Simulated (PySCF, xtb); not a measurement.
Be(NH2)(SH) (BeH3NS), SMILES [NH2][Be][SH]. The values are those of a single conformer.

Harmonic wavenumbers (cm⁻¹) from xtb 6.7.1 with GFN2-xTB at its own minimum, in rising order: 152, 170, 233, 450, 508, 521, 596, 1192, 1557, 2505, 3503, 3504.

Q: What does B3LYP-D3(BJ)/def2-TZVP (PySCF) give at its own minimum? (The exact figures need the calculation; the answer reports its results.)

A: 219, 230, 278, 403, 481, 664, 682, 1284, 1577, 2665, 3578, 3654. Paired by order, the mean absolute difference is 81 cm⁻¹ and the zero-point energies are 21.3 and 22.5 kcal/mol.
